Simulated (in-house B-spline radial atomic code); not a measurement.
OLYP excitations of Mn VIII (Mn7+)

Method: OLYP. Computed with an all-electron radial atomic-structure program (B-spline basis): linear response of the closed shell [Ne] 3s2 3p6 with the functional's adiabatic kernel; scalar-relativistic (spin-free one-electron X2C), finite nucleus, no spin-orbit coupling, no double excitations, S, P, D and F terms only. Only terms of natural parity with L up to 3 were computed.

Command:
```bash
python run_td.py task.json out
```
Settings (radii: box in bohr, nucleus in fm):
```
Z                        25
electrons                18
configuration            [Ne] 3s2 3p6
hamiltonian              x2c
method                   optx,lyp
box_radius               12.81
rms_radius               3.7057
intervals                70
```

Time taken, with all properties: 0.7 s on 1 thread of Arm Neoverse N1 (shared host).

The lowest states, in the order of their Tamm-Dancoff energies; the method's threshold (minus the highest occupied level) is 183.46 eV. Labels give the largest channel, * marks a mixed state, and oscillator strengths are full-response dipole values. Semilocal kernels can invert the small singlet-triplet splittings of Rydberg terms. Energies in eV:

```csv
state,full response,Tamm-Dancoff,oscillator strength
3p → 3d 3P,46.77,46.97,-
3p → 3d 3F,47.87,48.03,-
3p → 3d 1F,52.08,52.10,-
3p → 3d 1P,66.86,69.69,3.17
3s → 3d 3D,81.68,81.75,-
3s → 3d 1D,86.88,87.01,-
3p → 4s 3P,95.66,95.68,-
3p → 4s 1P,?,?,?
3p → 4p 3S,105.23,105.28,-
3p → 4p 3D,105.84,105.86,-
3p → 4p 1D,106.80,106.82,-
3p → 4p 1S,?,?,-
3p → 4d 3P,121.20,121.22,-
3p → 4d 3F,121.35,121.37,-
3p → 4d 1F,122.05,122.06,-
3p → 4d 1P,123.00,123.09,0.315
3s → 4s 3S,128.60,128.62,-
3s → 4s 1S,130.84,130.96,-
3p → 4f 3D,133.21,133.23,-
3p → 4f 1D,134.88,134.91,-
3p → 5s 3P,137.73,137.75,-
3p → 5s 1P,138.14,138.14,0.0416
```

(1) Where does 3p → 4p 1S lie?

(2) Where does 3p → 4s 1P lie?

(3) How large is the singlet-triplet splitting of 3p → 3d (F terms) in Tamm-Dancoff?

(4) What polarisabilities and dispersion coefficient does the method give?

Results:

(1) At 111.35 eV in full response, 111.64 eV in Tamm-Dancoff.

(2) At 96.83 eV in full response, 96.88 eV in Tamm-Dancoff, oscillator strength 0.275.

(3) 4.07 eV, from the unrounded values.

(4) Dipole 0.6235 bohr³, quadrupole 0.4558 bohr⁵, C6 0.825 hartree·bohr⁶ for two such species.
